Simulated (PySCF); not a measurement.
**Partial charges of `CC(C)[SiH2]/C=C\F`**

Compound: C5H11FSi.
Structure used (GFN2-xTB), in Å, numbered top down from 1:
```
atom  x, y, z in Å
C1    -2.017   -0.936   -0.569
C2    -0.812   -0.295    0.115
C3    -1.166    1.111    0.596
Si4    0.714   -0.285   -1.036
C5     2.174    0.492   -0.121
C6     2.642    0.046    1.028
F7     2.103   -1.023    1.646
H8    -2.873   -0.961    0.105
H9    -1.794   -1.956   -0.874
H10   -2.300   -0.370   -1.454
H11   -0.573   -0.897    0.998
H12   -2.018    1.081    1.274
H13   -0.327    1.563    1.123
H14   -1.427    1.751   -0.245
H15    1.057   -1.655   -1.432
H16    0.467    0.545   -2.223
H17    2.673    1.350   -0.542
H18    3.469    0.446    1.602
```

Density: PBE0/pcSseg-1 (PySCF); schemes: Mulliken, IAO, Hirshfeld and ESP-fitted. One conformer (not necessarily the lowest) at the GFN2-xTB geometry, without solvent, vibrations or thermal averaging.

Problem. For which atoms does the sign change between the 4 schemes (beyond +0.03 e in one, beyond −0.03 e in another)?

Solution. C2. Atomic charges aren't observables, and each scheme defines them in its own way.

Problem. Do the Mulliken, IAO, Hirshfeld and ESP-fitted schemes agree on where the charge is highest?

Solution. All schemes agree: Mulliken Si4 (+0.728); IAO Si4 (+0.745); Hirshfeld Si4 (+0.332); ESP-fitted Si4 (+0.457).

Problem. At which atom do the 4 schemes differ most?

Solution. At C2: from -0.607 (Mulliken) to +0.258 e (ESP-fitted), 0.865 e apart.

Problem. Give the atomic charges in each scheme.

Solution. In e:

| atom | environment | Mulliken | IAO | Hirshfeld | ESP-fitted |
| --- | --- | --- | --- | --- | --- |
| C1 | methyl carbon | -0.236 | -0.413 | -0.119 | -0.572 |
| C2 | sp3 carbon bound to silicon | -0.607 | -0.357 | -0.103 | +0.258 |
| C3 | methyl carbon | -0.238 | -0.412 | -0.121 | -0.383 |
| Si4 | SiH2 silicon | +0.728 | +0.745 | +0.332 | +0.457 |
| C5 | alkene CH carbon | -0.548 | -0.495 | -0.170 | -0.489 |
| C6 | vinylic C–F carbon | +0.253 | +0.166 | +0.053 | +0.111 |
| F7 | vinyl fluorine | -0.278 | -0.275 | -0.077 | -0.165 |
| H8 | methyl hydrogen | +0.114 | +0.137 | +0.040 | +0.150 |
| H9 | methyl hydrogen | +0.118 | +0.138 | +0.039 | +0.121 |
| H10 | methyl hydrogen | +0.108 | +0.132 | +0.036 | +0.135 |
| H11 | methine hydrogen | +0.153 | +0.144 | +0.032 | +0.016 |
| H12 | methyl hydrogen | +0.113 | +0.137 | +0.039 | +0.100 |
| H13 | methyl hydrogen | +0.123 | +0.139 | +0.032 | +0.077 |
| H14 | methyl hydrogen | +0.107 | +0.132 | +0.036 | +0.091 |
| H15 | Si–H hydrogen | -0.074 | -0.120 | -0.080 | -0.115 |
| H16 | Si–H hydrogen | -0.088 | -0.127 | -0.080 | -0.118 |
| H17 | vinylic hydrogen | +0.145 | +0.173 | +0.050 | +0.191 |
| H18 | vinylic hydrogen | +0.107 | +0.155 | +0.061 | +0.135 |

Mean size of the charges over all atoms: IAO 0.244 e, Mulliken 0.230 e, ESP-fitted 0.205 e, Hirshfeld 0.083 e. Each set sums to the total charge, 0, to within 0.001 e. The Hirshfeld scheme divides the density at each point in proportion to the densities of the neutral, spherically averaged free atoms.

Problem. Sum the charges by element, for elements with more than one atom.

Solution. 
| element | atoms | Mulliken | IAO | Hirshfeld | ESP-fitted |
| --- | --- | --- | --- | --- | --- |
| C | 5 | -1.376 | -1.511 | -0.460 | -1.075 |
| H | 11 | +0.926 | +1.040 | +0.205 | +0.783 |

Problem. How closely do the schemes follow one another over all atoms?

Solution. Correlation coefficient and root-mean-square difference: IAO with Hirshfeld 0.97, 0.192 e; Mulliken with IAO 0.95, 0.090 e; Mulliken with Hirshfeld 0.93, 0.200 e; IAO with ESP-fitted 0.82, 0.171 e; Hirshfeld with ESP-fitted 0.80, 0.182 e; Mulliken with ESP-fitted 0.64, 0.238 e.
